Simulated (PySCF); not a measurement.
# Cs⁴¹⁺: ionisation energy

Cs⁴¹⁺ [Ne] 3s2 3p2 (3P) → Cs⁴²⁺ [Ne] 3s2 3p1 (2P), as a difference of total energies. Calculation: PySCF 2.14, in an uncontracted even-tempered set (18 s from 7.7 bohr⁻², ratio 2.5; 12 p from 10 bohr⁻², ratio 2.5; 4 d from 40 bohr⁻², ratio 2.7; 4 f from 60 bohr⁻², ratio 2.7); scalar relativity by spin-free X2C-1e. Correlated levels: outer shells: 1s2 frozen; virtual orbitals above 40 to 60 times the deepest correlated orbital energy dropped. The calculations carry no spin-orbit coupling.

```csv
method,ionisation energy (eV)
UHF,3068.5
MP2 (outer shells),3069.0
SCS-MP2 (outer shells),3068.8
CCSD (outer shells),3069.0
CCSD(T) (outer shells),3069.0
```

Spin-orbit coupling is strong in these open shells (close to jj coupling). The scalar numbers leave it out and a first-order estimate fails, so it can dominate the gap to the real levels.

Breit and QED terms and the two-electron picture change are absent.

For comparison: 3118 ± 4 eV (theoretical estimate listed by NIST; NIST Atomic Spectra Database, ionization energies).
